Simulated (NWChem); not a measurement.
System meant: GaBr$_{2}$, doublet; SMILES [Br][Ga][Br]

NWChem input:

```
start job
memory heap 200 mb stack 900 mb global 1100 mb
geometry units angstroms noautoz
  Ga     0.000000     0.000000     0.804739
  Br    -2.010105     0.000000    -0.352412
  Br     2.010105     0.000000    -0.352412
end
basis spherical
  * library def2-svp
end
dft
  odft
  mult 2
  xc pbe0
  iterations 4
  mulliken
end
task dft energy
```

End of the output:

```
     --------------------------
     Expectation value of S2:
     --------------------------
      <S2> =      0.7534 (Exact =     0.7500)

 center of mass
 --------------
 x =   0.00000000 y =   0.00000000 z =  -0.01230590

 moments of inertia (a.u.)
 ------------------
         230.275512845311           0.000000000000           0.000000000000
           0.000000000000        2536.500165754532           0.000000000000
           0.000000000000           0.000000000000        2306.224652909220

     Multipole analysis of the density
     ---------------------------------

     L   x y z        total         alpha         beta         nuclear
     -   - - -        -----         -----         ----         -------
     0   0 0 0     -0.000000    -51.000000    -50.000000    101.000000

     1   1 0 0      0.000000      0.000000      0.000000      0.000000
     1   0 1 0     -0.000000     -0.000000     -0.000000      0.000000
     1   0 0 1      0.577800     -0.561266      1.139066      0.000000

     2   2 0 0    -41.899296   -529.718803   -522.207995   1010.027502
     2   1 1 0      0.000000      0.000000     -0.000000      0.000000
     2   1 0 1     -0.000000     -0.000000     -0.000000      0.000000
     2   0 2 0    -37.871273    -19.852708    -18.018564      0.000000
     2   0 1 1     -0.000000     -0.000000     -0.000000      0.000000
     2   0 0 2    -38.030427    -74.524294    -66.240584    102.734450

 ------------------------------------------------------------------------
 dft energy failed                                                                                  0
 ------------------------------------------------------------------------
 ------------------------------------------------------------------------
  current input line :
    18: task dft energy
 ------------------------------------------------------------------------
 ------------------------------------------------------------------------
 This type of error is most commonly associated with calculations not reaching convergence criteria
 ------------------------------------------------------------------------
 For more information see the NWChem manual at https://nwchemgit.github.io

0:dft energy failed:Received an Error in Communication
```

Can this run be used? If not, why, and what is the fix?

The run did not converge; its last values are not results. Cause: the SCF was allowed too few iterations. This input runs:
```
start job
memory heap 200 mb stack 900 mb global 1100 mb
geometry units angstroms noautoz
  Ga     0.000000     0.000000     0.804739
  Br    -2.010105     0.000000    -0.352412
  Br     2.010105     0.000000    -0.352412
end
basis spherical
  * library def2-svp
end
dft
  odft
  mult 2
  xc pbe0
  iterations 150
  mulliken
end
task dft energy
```
It converges to -7071.53600 Ha (PBE0/def2-SVP, spin-unrestricted).
